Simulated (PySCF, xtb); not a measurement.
TaOCl2, SMILES [O]=[Ta+]([Cl])[Cl], charge +1, multiplicity 1.

GFN2-xTB run with xtb at its own geometry gives an orbital gap of 2.04 eV.

Geometry optimised at PBE0-D3(BJ)/def2-SVP. The multiplicity is an assumed one; other spin states were not compared. The isomer is the one that the SMILES or the coordinates give; other isomers of the formula were not compared. The def2 effective core potentials stand for the cores of Ta; spin–orbit coupling is left out.

What does r2SCAN/def2-TZVPD run with PySCF give? (The exact figures need the calculation; the answer reports its results.)

gap 3.52 eV (levels -13.88 and -10.36 eV).
